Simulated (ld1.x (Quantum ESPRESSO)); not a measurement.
# Pd, TM semilocal: configuration errors across variants

ld1.x (Quantum ESPRESSO) 7.5 input, shortened:

```
&input
   title='Pd', zed=46., rel=1, dft='REVPBE', iswitch=3,
   config='[Kr] 4d9.5 4f-2 5s0 5p0'
 /
 &inputp
   pseudotype=1, tm=.true., lloc=3,
   nlcc=.false.
 /
4
5S  1  0   0.00   0.00  2.70  2.70  0.0
5P  2  1   0.00   0.00  2.50  2.50  0.0
4D  3  2   9.50   0.00  1.45  1.45  0.0
4F  4  3  -2.00   0.45  2.75  2.75  0.0
 &test
   configts(1)='4d9.5 5s0 5p0'
 /
```

All-electron excitation energies from the reference (eV): (1) 4d10 5s0 5p0 -3.187; (2) 4d9 5s0 5p0 5.835; (3) 4d8 5s0 5p0 26.565; (4) 4d6 5s0 5p0 110.122; (5) 4d9 5s0 5p1 2.049; (6) 4d9 5s1 5p0 -1.644; (7) 4d7 5s0 5p0 60.846.

A semilocal file is local in each channel, so a ghost entry of none says nothing of the separable form that plane-wave codes build from it.

Errors AE − PS in meV (a dash: test not solved or not reliable):

| change | (1) | (2) | (3) | (4) | (5) | (6) | (7) | bound ghosts |
| --- | --- | --- | --- | --- | --- | --- | --- | --- |
| base | +1.0 | -1.0 | -40 | -650 | -10 | -11 | -218 | none |
| all radii scaled by about 0.77 (s 2.08, p 1.92, d 1.12, f 2.12 bohr) | +0.9 | -0.6 | -38 | -638 | +0.1 | -11 | -212 | none |
| all radii scaled by about 0.84 (s 2.26, p 2.10, d 1.22, f 2.30 bohr) | +1.0 | -0.8 | -39 | -642 | -5.1 | -14 | -214 | none |
| all radii scaled by about 0.91 (s 2.44, p 2.26, d 1.32, f 2.50 bohr) | +1.0 | -0.9 | -39 | -645 | -7.9 | -14 | -216 | none |
| all radii scaled by about 1.03 (s 2.78, p 2.58, d 1.50, f 2.84 bohr) | +1.0 | -1.0 | -41 | -652 | -11 | -9.7 | -219 | none |
| all radii scaled by about 1.12 (s 3.02, p 2.80, d 1.62, f 3.08 bohr) | +0.9 | -1.2 | -42 | -660 | -12 | -4.1 | -224 | none |
| all radii scaled by about 1.24 (s 3.34, p 3.10, d 1.80, f 3.40 bohr) | +0.5 | -1.8 | -50 | -687 | -12 | +5.9 | -244 | none |
| all radii scaled by about 1.31 (s 3.54, p 3.28, d 1.90, f 3.60 bohr) | +0.1 | -2.3 | -55 | -702 | -12 | +14 | -257 | none |
| all radii scaled by about 1.41 (s 3.80, p 3.52, d 2.04, f 3.86 bohr) | -0.7 | -3.6 | -66 | -720 | -11 | +23 | -282 | none |

(1) Give the same row for: all radii scaled by about 1.16 (s 3.12, p 2.90, d 1.68, f 3.18 bohr).

Answers

(1) +0.8, -1.3, -44, -669, -12, +0.6, -230; bound ghosts: none.
